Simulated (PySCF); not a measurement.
NMR data simulated for an unnamed compound:

¹H NMR (500 MHz, computed): δ 0.04 (s, 18H).

¹³C{¹H} NMR (computed): δ -1.7 (CH3).

All values are calculated (PySCF 2.14.0 with density-fitted response routines): NMR shieldings at PBE0/pcSseg-1/GIAO, geometry from GFN2-xTB. One conformer, averaged over atoms made equivalent by symmetry, fast rotation or ring inversion, non-relativistic Hamiltonian, no solvent.

Scale: ¹H (σref 31.72) and ¹³C (σref 186.93) against TMS (reference shieldings calculated alike).

Question: Which of these does the molecule contain: a Si–CH3 group, an NH or NH2 group, a nitrile, a Si–H bond?

Answer: 
- A Si–CH3 group: yes (δC -1.7; δH 0.04 (s)).
- An NH or NH2 group: no.
- A nitrile: no.
- A Si–H bond: no.

The data belong to SMILES C[Si](C)(C)[Si](C)(C)C, C6H18Si2; they needn't prove each group on their own.

Carbon signals by region: 1 below 50 ppm.

Shifts are as computed. Against solution values, carbons near 30 ppm lie about +3 ppm off and those near 130 ppm about +5 ppm. Of 1211 compounds with measured shifts, 218 miss one by over three times the rms of a fit or turn the order of signals round; such compounds aren't used in these exercises.
